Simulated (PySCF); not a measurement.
Ge(H)(NH2) (GeH3N), SMILES [GeH][NH2] (connectivity only; charge and spin as stated), neutral, multiplicity 1. Atoms are numbered in the order given.

```xyz
5

Ge     0.0516    -0.4154     0.0000
H     -1.5501    -0.5430     0.0000
N     -0.0112     1.4127     0.0000
H     -0.8497     1.9727     0.0000
H      0.8260     1.9751     0.0000
```
Charge 0, spin multiplicity 1.

The structure is a stationary point at B3LYP-D3(BJ)/def2-TZVP.

Method: B3LYP-D3(BJ)/def2-TZVP (PySCF 2.14.0).

Frequencies are harmonic and unscaled.

Task: Estimate the vibrational spectrum. (The exact figures need the calculation; the answer reports its results.)

Result: 
```tsv
mode	ν (cm⁻¹)	IR (km/mol)	Raman (Å⁴/amu)	depolarisation	moving atoms (share of kinetic energy)
1	493	219.7	0.4	0.75	H 80 %, N 20 %
2	641	15.4	6.6	0.73	H 89 %
3	691	3.3	2.5	0.75	H 99 %
4	697	59.2	23.4	0.32	N 64 %, H 21 %, Ge 15 %
5	881	62.8	14.8	0.72	H 84 %, N 14 %
6	1574	23.8	3.6	0.75	H 90 %, N 10 %
7	1851	416.7	208.5	0.36	H 99 %
8	3548	14.7	162.7	0.15	H 96 %
9	3654	27.7	71.3	0.74	H 91 %, N 9 %
```
